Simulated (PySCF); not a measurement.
## Orbital picture of SI⁺

M06 at R = 2.241 Å; S cc-pV(D+d)Z, I cc-pVDZ-PP with ECP28; scalar-relativistic core potentials (PySCF 2.14). State: ³Σ⁻ (triplet), unpaired electrons π ↑↑. Only the outer orbitals are listed, counted within each symmetry, core potentials removing the inner ones.

```csv
spin,orbital,occ.,ε (eV),on S (%),main shells (%)
α,7σ,1,-29.66,53,"48 S s, 43 I s"
α,8σ,1,-25.46,46,"52 I s, 45 S s"
α,9σ,1,-18.07,55,"48 S p, 41 I p"
α,4π,1,-16.96,50,"50 I p, 49 S p"
α,4π,1,-16.96,50,"50 I p, 49 S p"
α,5π,1,-14.33,49,"50 I p, 49 S p"
α,5π,1,-14.33,49,"50 I p, 49 S p"
α,10σ,0,-8.75,41,"54 I p, 40 S p"
α,11σ,0,0.02,28,"28 I s, 26 I d, 23 S d"
α,6π,0,1.32,35,"64 I d, 33 S d"
β,7σ,1,-28.71,45,"50 I s, 39 S s"
β,8σ,1,-24.07,52,"52 S s, 44 I s"
β,9σ,1,-17.30,52,"44 I p, 44 S p"
β,4π,1,-15.56,36,"62 I p, 35 S p"
β,4π,1,-15.56,36,"62 I p, 35 S p"
β,5π,0,-11.14,62,"62 S p, 37 I p"
β,5π,0,-11.14,62,"62 S p, 37 I p"
β,10σ,0,-8.15,45,"49 I p, 44 S p"
```

Problem. Which are the highest filled and the lowest empty level, where do they sit, and how wide is the gap?

Solution. Highest filled α 5π at -14.33 eV (in %: 50 I p, 49 S p); lowest empty β 5π at -11.14 eV (in %: 62 S p, 37 I p); the gap at M06 is 3.19 eV. Both belong to one degenerate shell, split only by its one-sided filling, so this is no excitation gap.

```json
{
  "bond order (Mayer)": "1.95",
  "⟨S²⟩": "2.008",
  "charge on S (Mulliken, basis-dependent)": "0.27",
  "charge on S (Löwdin, basis-dependent)": "0.25",
  "dipole moment (positive dipole points towards I; it is taken about the centre of mass and depends on that origin)": "-0.92 D"
}
```

Spin–orbit coupling is left out. The state is the lowest determinant that a PBE0 search found; another state may lie lower at other levels.
